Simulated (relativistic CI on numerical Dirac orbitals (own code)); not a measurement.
**W52+: q coefficients and field-shift factors**

Computed by Dirac-Coulomb-Breit CI, KLI orbitals optimised for each configuration, derivatives by finite differences, unscaled Slater integrals, QED left out (own radial code, finite nucleus).

Configuration list (outside the closed core [Ne] 3s2): 3p⁶3d⁴, 3p⁵3d⁵, 3p⁴3d⁶, 3p⁶3d³4p, 3p⁶3d²4s², 3p⁶3d²4s4p. Levels of other configurations are missing.

With x = (α/α₀)² − 1 an excitation energy changes as ω = ω₀ + qx; K = 2q/ω₀ is the relative enhancement. Terms are leading LS components, so labels can repeat. The field-shift factor is F = δν/δ⟨r²⟩ for the transition from the lowest level.

Lowest level 3p⁶3d⁴ ³P0.

```csv
Level,ω₀ (cm⁻¹),q (cm⁻¹),K,F (GHz/fm²)
3p⁶3d⁴ ⁵D1,514605,593500,2.31,14.3
3p⁶3d⁴ ³F4,614429,579800,1.89,14.7
3p⁶3d⁴ ⁵D2,639435,613200,1.92,15.4
3p⁶3d⁴ ³F3,668508,605100,1.81,15.4
3p⁶3d⁴ ⁵D0,1101625,1.185e+06,2.15,28.9
3p⁶3d⁴ ⁵D2,1106204,1.162e+06,2.1,28.4
3p⁶3d⁴ ³H4,1125021,1.177e+06,2.09,29
3p⁶3d⁴ ⁵D3,1143125,1.181e+06,2.07,29.1
3p⁶3d⁴ ³H5,1173194,1.163e+06,1.98,29.1
3p⁶3d⁴ ¹I6,1196573,1.156e+06,1.93,29.2
3p⁶3d⁴ ³D1,1216074,1.194e+06,1.96,29.7
3p⁶3d⁴ ³F3,1243310,1.166e+06,1.88,29.4
3p⁶3d⁴ ³G4,1246092,1.173e+06,1.88,29.7
```

At this charge energies of transitions that change n are usually good to better than 1 %, and those within a shell (Δn = 0) to a few per cent.
